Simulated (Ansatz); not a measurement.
SbH3, relaxed as a singlet with RKS PBE-D4/def2-TZVP in Ansatz, starting from the GFN2-xTB geometry. Force threshold 0.02 eV/Å.

In the def2 sets Sb takes a core potential; there is no spin–orbit coupling.

Start:

```tsv
atom	x (Å)	y (Å)	z (Å)
Sb1	-0.744	0.037	-0.037
H2	0.226	0.689	1.178
H3	0.336	0.644	-1.179
H4	0.181	-1.371	0.037
```

| step | energy (eV) | largest force component (eV/Å) | SCF passes |
| --- | --- | --- | --- |
| 1 | -6585.5839 | 0.746 | 21 |
| 2 | -6585.5977 | 0.316 | 26 |
| 3 | -6585.6216 | 0.027 | 27 |
| 4 | -6585.6217 | 0.001 | 27 |

Force components are those of the run's own axes.

End:

Cartesian coordinates in Å:
```
Sb -0.737 0.036 -0.035
H 0.223 0.719 1.223
H 0.338 0.670 -1.224
H 0.176 -1.425 0.037
```

By distances, no bond broke or formed. The bond that changes most is Sb1–H3, from 1.69 to 1.72 Å (atoms count from 1).

No frequencies were taken in this run, so the end may be a saddle point.

It took 1.6 s on 2 threads of Intel Xeon 6975P-C on a shared host.
